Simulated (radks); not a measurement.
Task: Charge is removed step by step from the 4d down level of Rh, starting from [Kr] 4d(up 5, down 3) 5s1. Level of theory: scalar-relativistic Kohn-Sham, PBEsol, spin-polarised, spherical densities, point nucleus; open shells are filled with parallel spins first (spin-orbit coupling, left out, can overturn this in heavy ions) (a radial shooting solver on a logarithmic mesh with Libxc functionals). At the starting occupation the eigenvalue is -5.030 eV. Estimate the energy to remove one whole electron from this level, the eigenvalue at the end, and how far E(n) bends from a straight line.

Result: Delta-SCF 9.963 eV; final eigenvalue -15.251 eV; the deviation from the straight line is -1.280 eV at 0.5 electron removed, the largest on the grid computed. Slater's transition state (half an electron removed) gives 9.874 eV. Integrating minus the eigenvalue over the occupation (Janak's theorem) gives 9.962 eV. In this scalar-relativistic scheme the density is built from large components alone, so the theorem holds only approximately. The mean slope of the eigenvalue, de/dn, is 10.2 eV per electron.
